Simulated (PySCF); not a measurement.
**Working out the ionisation energy of Sc**

Sc [Ar] 3d1 4s2 (2D) → Sc⁺ [Ar] 3d1 4s1 (3D). Computed with PySCF 2.14 in x2c-SVPall (5s3p3d1f, 36 functions), with scalar relativity by spin-free X2C-1e. Frozen: [Ar]. Energies in hartree (1 hartree = 27.21139 eV):

| part | Sc (lower) | Sc⁺ (upper) |
| --- | --- | --- |
| UHF | -763.162199 | -762.963536 |
| MP2 opposite-spin | -0.021930 | 0.000000 |
| MP2 same-spin | -0.001792 | -0.001662 |

What does Hartree-Fock give?

(-762.963536) − (-763.162199) = 0.198663 hartree = 5.406 eV.

What do MP2 and SCS-MP2 (6/5 opposite-spin, 1/3 same-spin) give?

The opposite-spin parts differ by 0.597 eV and the same-spin parts by 0.004 eV. MP2: 5.406 + (0.597) + (0.004) = 6.007 eV. SCS-MP2: 5.406 + 1.2 × (0.597) + (0.004)/3 = 6.124 eV.

Measured between the centres of the two terms (NIST): 6.562 eV, so MP2 (valence) is off by -0.555 eV.

A double-zeta basis recovers only part of the correlation energy.

What remains against the reference includes basis incompleteness, the frozen core and correlation beyond second order.
